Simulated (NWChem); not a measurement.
# CH4Cd; SMILES [CH3][CdH]

Results from NWChem. All runs use the structure optimised with PBE0/def2-SVP. def2 effective core potentials on Cd; no spin-orbit coupling.

**Question.** Predict the results for PBE/def2-SVP (core potentials). Quantities: highest occupied level (eV); orbital gap (eV); dipole (D).

**Answer.** 
| Item | Value |
|---|---|
| highest occupied level (eV) | -6.12 |
| orbital gap (eV) | 5.12 |
| dipole (D) | 0.62 |
